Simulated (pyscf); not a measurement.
Group migration: H₂C=CH–CH₂–CH=O (SMILES C=CCC=O) -> H₂C=CH–CH₂–CH=O (SMILES C=CCC=O)

Gas phase, singlet surface, charge 0. Bonds broken: C3–C4. Bonds formed: C1–C4. Optimised with ωB97X-D3(BJ)/def2-SVP in PySCF.

Transition state (Å):

```xyz
11

C      0.1977     0.8269    -0.6613
C     -0.0741     0.1980     0.5630
C     -1.1896    -0.6184     0.8027
C     -1.7583     1.0056    -0.2358
O     -2.4298     0.7004    -1.1739
H      0.0056     0.3287    -1.6143
H      0.9154     1.6522    -0.6756
H      0.3061     0.7297     1.4482
H     -1.5658    -1.3086     0.0441
H     -1.4676    -0.8303     1.8391
H     -1.8235     1.8132     0.5001
```

One imaginary mode, 982i cm⁻¹; descent along it reached the two sides named.

```tsv
bond	change	reactant side (Å)	saddle	product side
C3–C4	breaks	1.513	2.010	2.9
C1–C4	forms	2.9	2.010	1.513
```

Electronic energies relative to the reactant's lowest minimum found (eV):

```tsv
level	barrier	reaction energy	reverse barrier
ωB97X-D3(BJ)/def2-TZVP	2.88	0.00	2.88
PBE/def2-TZVP	2.26	0.00	2.26
r²SCAN/def2-TZVP	2.37	0.00	2.37
B3LYP-D3(BJ)/def2-TZVP	2.65	0.00	2.65
PBE0-D3(BJ)/def2-TZVP	2.57	0.00	2.57
M06-2X/def2-TZVP	2.70	0.00	2.70
ωB97M-D3(BJ)/def2-TZVP	2.81	0.00	2.81
HF/def2-TZVP	3.68	0.00	3.68
```

With ωB97M-D3(BJ)/def2-TZVP energies and thermal terms (ideal gas, 1 atm, RRHO with modes under 100 cm⁻¹ raised to 100, one conformer, R ln 2 for rigid chiral ones), in eV:

```
T (K)   ΔH‡   ΔG‡    ΔH    ΔG
-----  ----  ----  ----  ----
298    2.74  2.81  0.00  0.00
600    2.73  2.88  0.00  0.00
900    2.72  2.96  0.00  0.00
1200   2.70  3.05  0.00  0.00
```

At the saddle there is also a short C–C contact that neither side keeps. H₂C=CH–CH₂–CH=O lies 0.30 eV over its isomer H₃C–CH=CH–CH=O, and others may lie lower still (electronic energy, ωB97M-D3(BJ)). One saddle was located; it need not be the lowest between these sides.
